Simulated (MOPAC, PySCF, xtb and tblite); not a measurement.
Torsional profile of C8H7NSe, SMILES c1c[nH]c(-c2ccc[se]2)c1. Scanned: dihedral N3–C4–C5–Se9; all other coordinates were relaxed at GFN2-xTB. Points at φ and −φ are mirror images. Heavy atoms are numbered in the order of the SMILES c1c[nH]c(-c2ccc[se]2)c1, hydrogens after them in the order of the atoms that carry them; the mirror image has the same energies with the sign of each dihedral reversed. Each profile is relative to its own lowest point.

```csv
φ / °,A,B,C
-150,0.0,1.4,0.0
-120,0.1,3.7,0.7
-90,0.3,5.3,1.3
-60,1.0,3.3,0.6
-30,2.2,0.8,0.3
0,3.1,0.0,0.8
30,2.2,0.8,0.3
60,1.0,3.3,0.6
90,0.3,5.3,1.3
120,0.1,3.7,0.7
150,0.0,1.4,0.0
180,0.3,0.6,0.2
```

Energies in kcal/mol.

Problem. Which curve belongs to which method? The methods are GFN2-xTB (xtb and tblite); PM6, restricted, heats of formation // GFN2-xTB (MOPAC 23.2.5); restricted Hartree-Fock/LANL2DZ, with its core potentials past Ne // GFN2-xTB in PySCF.

Solution. A is PM6; B is GFN2-xTB; C is RHF/LANL2DZ.
